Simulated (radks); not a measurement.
Species: Cu+. Configuration: [Ar] 3d9 6s1 (not the ground configuration).

Method: Dirac Kohn-Sham, PBEsol, spin-unpolarised, spherical densities, finite nucleus; open shells fill j = l - 1/2 first; Fermi nuclear charge, rms radius 3.8823 fm; computed with a radial shooting solver on a logarithmic mesh with Libxc functionals.

Energy parts (hartree):
total: -1652.60434
kinetic: 1681.11846
electron-nucleus: -3963.38131
Hartree: 695.25932
exchange-correlation: -65.60081

Orbitals (lengths in bohr, moments of r in powers of bohr):
| orbital | occ. | eigenvalue (hartree) | <r^2> | <1/r> | small-component weight |
|---|---|---|---|---|---|
| 1s1/2 | 2 | -325.7103 | 0.003660 | 29.14 | 1.09e-02 |
| 2s1/2 | 2 | -39.81980 | 0.06532 | 6.354 | 2.07e-03 |
| 2p1/2 | 2 | -34.99560 | 0.05128 | 6.311 | 2.05e-03 |
| 2p3/2 | 4 | -34.24351 | 0.05283 | 6.170 | 2.02e-03 |
| 3s1/2 | 2 | -5.02465 | 0.5837 | 2.006 | 4.57e-04 |
| 3p1/2 | 2 | -3.52735 | 0.6445 | 1.875 | 4.11e-04 |
| 3p3/2 | 4 | -3.43167 | 0.6629 | 1.841 | 4.01e-04 |
| 3d3/2 | 4 | -0.97812 | 1.108 | 1.464 | 2.73e-04 |
| 3d5/2 | 5 | -0.96709 | 1.124 | 1.454 | 2.70e-04 |
| 6s1/2 | 1 | -0.11607 | 124.9 | 0.1258 | 5.94e-06 |

The highest occupied level is 6s1/2 at -3.159 eV. Summed over all electrons, <r^2> = 140.5 bohr^2, which gives a Langevin (diamagnetic) susceptibility term of -111 x 10^-6 cm^3/mol. The density falls to 0.001 e/bohr^3 at r = 2.95 bohr.
